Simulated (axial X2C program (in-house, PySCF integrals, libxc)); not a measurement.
## In₂: from the spin-free to the two-component result

Calculated with an axial X2C code built on PySCF integrals. Spin-free means the one-electron spin-free X2C Hamiltonian; two-component (2c) means X2C with spin–orbit coupling and atomic mean-field two-electron Coulomb and Gaunt terms, so the difference of the two also holds small scalar two-electron terms. Basis: In dyall-cv3z [11s12p9d4f1g] (cores contracted in-house); Gaussian nuclei, density fitting, unrestricted open shells. Masses: In 114.904 u.

Spin-free state: M_S = 1, Λ = 1 (beyond evenly filled blocks: σα, π+α); fragments In + In.

```
level  Re (Å)  ωe (cm⁻¹)  De (eV)
 PBE0   3.037      113.4    1.248
```

Two-component determinant lowest at the distance of the search:

Ω = 1 (⟨Sz⟩ = -0.01, ⟨Lz⟩ = 1.01 at PBE0); fragments In + In.

```csv
level,Re (Å),ωe (cm⁻¹)
PBE0,3.031,112.5
```

Question: From the two tables, how do the constants change at the PBE0 level (2c against spin-free)?

Answer: At the PBE0 level Re falls by 0.006 Å and ωe drops by 0.9 cm⁻¹. The two determinants differ in configuration, so these shifts compare two states and are not the spin–orbit effect on one state.

The state is a single determinant with fixed occupations, the lowest that a limited PBE0 search found. De is counted from the lowest determinant-based energies of the atoms at the same level, without counterpoise correction. De is not given where an atomic determinant may have missed its ground term or J level, or where the truncated virtual space spoils (T). Density functionals use the spin component along the axis (collinear). PBE0 can misorder states that lie within some tenths of an eV, so this need not be the ground state of the molecule. The nearest other spin-free determinant of the search, M_S = 0, Λ = 1, lies 0.17 eV up at the distance of the search. Without a current term, density functionals place determinants with orbital angular momentum somewhat too high. With several unpaired electrons one determinant need not be a pure state.
